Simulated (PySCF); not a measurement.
Polarisability and C₆ of Be⁺ (beryllium, charge +1)

[He] 2s1, 2S determinant. All numbers are calculated (PySCF 2.14, no relativity, point nucleus, in aug-cc-pVQZ with one added diffuse shell each of s, p, d, f, g type (7s6p5d4f3g, 105 functions)). Coupled (time-dependent) response in atomic units; α is the mean over directions.

```json
{"method": "UHF", "mean α (bohr³)": "24.93", "C₆ (like pair)": "71.09", "S(−4)": "1137"}
{"method": "PBE", "mean α (bohr³)": "21.67", "C₆ (like pair)": "57.85", "S(−4)": "860.0"}
{"method": "PBE0", "mean α (bohr³)": "22.36", "C₆ (like pair)": "60.59", "S(−4)": "915.9"}
{"method": "M06-2X", "mean α (bohr³)": "16.62", "C₆ (like pair)": "37.89", "S(−4)": "540.2"}
{"method": "BLYP", "mean α (bohr³)": "20.97", "C₆ (like pair)": "54.78", "S(−4)": "817.2"}
```

S(−4) is the Cauchy moment in α(ω) = α(0) + S(−4) ω² + …

α(iu) at UHF:

| u (hartree) | α(iu) (bohr³) |
| --- | --- |
| 0 | 24.93 |
| 0.0500 | 22.39 |
| 0.100 | 17.20 |
| 0.200 | 9.126 |
| 0.300 | 5.294 |
| 0.500 | 2.416 |
| 0.750 | 1.255 |
| 1.00 | 0.7838 |
| 1.50 | 0.4055 |
| 2.00 | 0.2573 |
| 3.00 | 0.1387 |
| 5.00 | 0.06459 |

For an ion, C₆ is the dispersion term alone; charge-induced terms of lower order in 1/R come first.
